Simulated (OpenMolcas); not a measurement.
A run on Ir V.

* Program: OpenMolcas 26.06
* Method: CASSCF
* Basis: ANO-R1 [7s5p4d2f]
* Scalar Hamiltonian: X2C, finite nucleus
* Active space: 5 electrons in 5 orbitals (5d)
* State averaging: 2S+1 = 6 even, 1 root; 2S+1 = 4 even, 24 roots; 2S+1 = 2 even, 75 roots (45 in the spin-orbit step)
* Spin-orbit coupling: RASSI with atomic mean-field integrals over the reference wave functions, term energies averaged over their components

56 basis functions. Blocks (2S+1, parity, CSFs, roots kept): 6, even, 1, 1; 4, even, 24, 24; 2, even, 75, 75.

How long do the RASSCF and RASSI steps take on 1 thread of Arm Neoverse V1, on a shared host?

About 22 s of wall time, without the integral step.
